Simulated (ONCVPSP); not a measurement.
Configuration tests for silver (ONCV)

```json
{"Element": "silver", "Generator": "ONCVPSP 4.0.1", "Type": "optimised norm-conserving Vanderbilt (ONCV)", "Functional": "PBE", "Relativity": "scalar-relativistic", "Frozen core": "[Ar] 3d10", "Valence charge": "19", "Reference configuration": "4s2 4p6 4d10 5s1", "Partial waves": "4s+5s: rc 1.30 bohr, ncon 4, nbas 8, qcut 8.4 1/bohr, 2 projectors; 4p: rc 1.65 bohr, ncon 5, nbas 8, qcut 9.6 1/bohr, 2 projectors, debl 1.7 Ha; 4d: rc 1.15 bohr, ncon 4, nbas 7, qcut 8 1/bohr, 1 projector", "Local potential": "polynomial inside 1.15 bohr (lpopt 1, dvloc0 0 Ha)", "Core correction": "polynomial model core, fcfact 0.65"}
```

In the p channel the program set the typed energies aside and used -2.152, 0.250 Ha.

Energies are relative to the spin-unpolarised reference configuration 4s2 4p6 4d10 5s1; without spin polarisation the order of configurations can differ from experiment.

Give the all-electron excitation energy and the error of the potential for: 4s2 4p6 4d10 5s0; 4s2 4p6 4d9 5s0; 4s2 4p6 4d8 5s0; 4s2 4p5 4d10 5s1.

```json
{"valence configuration": "4s2 4p6 4d10 5s0", "charge": "+1", "ΔE all-electron (eV)": "7.757", "error AE − PS (meV)": "-1.5"}
{"valence configuration": "4s2 4p6 4d9 5s0", "charge": "+2", "ΔE all-electron (eV)": "29.871", "error AE − PS (meV)": "-2.1"}
{"valence configuration": "4s2 4p6 4d8 5s0", "charge": "+3", "ΔE all-electron (eV)": "66.064", "error AE − PS (meV)": "-1.0"}
{"valence configuration": "4s2 4p5 4d10 5s1", "charge": "+1", "ΔE all-electron (eV)": "65.245", "error AE − PS (meV)": "-71"}
```
